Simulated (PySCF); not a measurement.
C₃H₃ClF₂, SMILES F[C@@H]1[C@H](F)[C@H]1Cl. Atoms are numbered in the order given.

```xyz
9

F     -1.6378     0.2003     1.3939
C     -0.6303    -0.4381     0.7525
C     -0.6303    -0.4381    -0.7525
F     -1.6378     0.2003    -1.3939
C      0.3552     0.4091     0.0000
Cl     2.0779     0.0223     0.0000
H     -0.2738    -1.3308     1.2785
H     -0.2738    -1.3308    -1.2785
H      0.1372     1.4814     0.0000
```
Charge 0, spin multiplicity 1.

Coordinates come from a B3LYP-D3(BJ)/def2-SVP optimisation. The structure was generated by enumeration; whether it is a known compound was not checked.

The numbers are results of M06-2X/def2-TZVP (PySCF), not measurements.

Isolated molecule, no solvent.

Task: Estimate the frontier levels, gap, dipole moment and polarisability. (Estimate from the structure and the level; the computed values follow.)

Result: 
* **highest occupied level**: -9.62 eV
* **lowest empty level**: 0.77 eV
* **orbital gap**: 10.39 eV
* **dipole moment**: 1.32 D
* **quadrupole, principal values (traceless, Buckingham form, about the centre of nuclear charge)**: -7.35, -0.11, 7.46 D·Å
* **mean static polarisability**: 46.1 bohr³ (6.82 Å³)
* **polarisability, principal values**: 39.6, 41.3, 57.2 bohr³
